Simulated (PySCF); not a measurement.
**A small calculation by hand: refractive index and permittivity of the vapour**

Bi(Me)(OH)2 (CH5BiO2), SMILES [CH3][Bi]([OH])[OH].

Geometry optimised at B3LYP-D3(BJ)/def2-SVP. The def2 effective core potentials stand for the cores of Bi; spin–orbit coupling is left out. Other conformers were not sampled.

HF/def2-TZVP in PySCF gives a mean static polarisability of 61.2 bohr³ and a dipole moment of 3.38 D. Take an ideal gas at 298.15 K and 0.1 bar, whether or not the substance is that volatile.

Work out n − 1 in the optical limit and the static ε − 1.


Polarisability volume α' = 61.2 × 0.148185 = 9.07 Å³. Number density N = p/kT = 2.43e-6 Å⁻³.
Dilute limit of Lorentz–Lorenz: n − 1 = 2π N α' = 0.00014.
Orientation term of Debye: μ²/(3kT) = 8.098 Å³ × μ²(D²) = 92.51 Å³.
ε − 1 = 4π N (α' + μ²/3kT) = 0.0031. Orientation of the dipole supplies 91 % of the static response; it can't follow optical fields. Vibrational polarisation and dispersion are left out.
